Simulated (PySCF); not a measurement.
C4F8, SMILES C1(F)(F)C(C(F)(C1(F)F)F)(F)F.

Geometry optimised at PBE0-D3(BJ)/def2-SVP.

Level of theory: HF/def2-SVP (PySCF).

Symmetry labels are those of the subgroup D2 that the program uses (full group D2d).

List the valence orbital energies around the gap with their symmetry. (Estimate from the structure and the level; the computed values follow.)


| orbital | symmetry | energy (eV) |
|---|---|---|
| HOMO−7 | B1 | -19.33 |
| HOMO−6 | A | -19.28 |
| HOMO−5 | B2 | -18.81 |
| HOMO−4 | B3 | -18.81 |
| HOMO−3 | A | -18.70 |
| HOMO−2 | B2 | -16.10 |
| HOMO−1 | B3 | -16.10 |
| HOMO | A | -14.00 |
| LUMO | B1 | 3.87 |
| LUMO+1 | A | 6.01 |
| LUMO+2 | B2 | 7.68 |
| LUMO+3 | B3 | 7.68 |
